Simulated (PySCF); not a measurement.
Compound: C₆H₉NO₂ (charge +1 and doublet state).
Z-matrix (Å and degrees, GFN2-xTB geometry), rows numbered from 1:
```
N 
C   1  1.3275
O   2  1.2061  1  125.67
C   2  1.5530  1  113.71  3   179.65
C   4  1.5222  2  111.36  1   174.57
C   5  1.4897  4  112.12  2   175.59
C   6  1.3343  5  122.61  4   138.61
C   7  1.4619  6  123.68  5   177.22
O   8  1.1888  7  126.23  6   179.98
H   1  1.0067  2  123.26  3  -179.66
H   1  1.0113  2  118.58  3    -0.46
H   4  1.0920  2  106.86  1    53.18
H   4  1.0928  2  106.89  1   -63.73
H   5  1.0908  4  110.45  2   -59.89
H   5  1.0969  4  108.90  2    57.52
H   6  1.0829  5  116.32  4   -43.49
H   7  1.0834  6  122.36  5    -2.53
H   8  1.1128  7  112.72  6     0.54
```

The hyperfine couplings belong to this conformer and change with its torsions.

The species is `NC(=O)CC[CH+][CH]C=O` [radical] (charge +1).

Method: UKS B3LYP, pcH-1 on C H N O, non-relativistic, mean-field spin-orbit, GIAO in PySCF 2.14.0. The structure is a single GFN2-xTB conformer in the gas phase; no vibrational or solvent corrections. GFN2-xTB frequencies show an imaginary mode (28i cm⁻¹), so this geometry is no minimum at that level. The geometry wasn't refined by DFT: couplings that depend on bond lengths, twists or pyramidal angles can differ widely from those at the functional's own minimum, by a factor of two or more for some ions and for spin on atoms past the first row. The SCF solution wasn't tested for stability.

Question: Match the computed a_iso(13C) values -42.4, +31.5, -17.6, +6.3, -5.9, +0.8 MHz with the sites C2; C4; C5; C6; C7; C8.

Answer: 
```tsv
site	a_iso (MHz)	ρ(0) (bohr⁻³)	position	distance from O9 (Å)	spin population	largest |T| (MHz)
C2	-17.6	-0.0157	1 bond from O3	7.30	-0.03	6.8
C4	+0.8	+0.0007	2 bonds from O3	5.95	+0.08	17.3
C5	+6.3	+0.0056	3 bonds from O3	4.84	+0.01	2.5
C6	-5.9	-0.0053	3 bonds from O9	3.57	-0.02	5.6
C7	+31.5	+0.0280	2 bonds from O9	2.37	+0.10	20.2
C8	-42.4	-0.0377	1 bond from O9	1.19	-0.05	11.4
```

Question: Match the computed a_iso(17O) values -26.1, -21.3 MHz with the sites O3; O9.

Answer: 
```json
{"site": "O3", "a_iso (MHz)": "-21.3", "ρ(0) (bohr⁻³)": "+0.0352", "position": "a main spin site", "distance from O9 (Å)": "7.52", "spin population": "+0.37", "largest |T| (MHz)": "110.0"}
{"site": "O9", "a_iso (MHz)": "-26.1", "ρ(0) (bohr⁻³)": "+0.0431", "position": "largest spin population", "distance from O9 (Å)": "0.00", "spin population": "+0.44", "largest |T| (MHz)": "131.4"}
```

ρ(0) is the spin density at the nucleus and T the dipolar tensor; entries for several nuclei are means. The largest Mulliken spin populations are on O9 (+0.44), O3 (+0.37), C7 (+0.10) and H18 (+0.08). Main spin sites, with 60 % or more of the largest population: O3, O9; positions count bonds from the nearest.

Class means assume fast exchange of nuclei equivalent by connectivity; if that motion is slow, each nucleus keeps its own coupling. H10 and H11 aren't averaged: N1 is flat or nearly so (angle sum 360°), and its turn about the short N1–C2 bond (1.33 Å) is taken as slow.

The SMILES `NC(=O)CC[CH+][CH]C=O` draws the unpaired electron on C7, whose computed spin population is only +0.10.
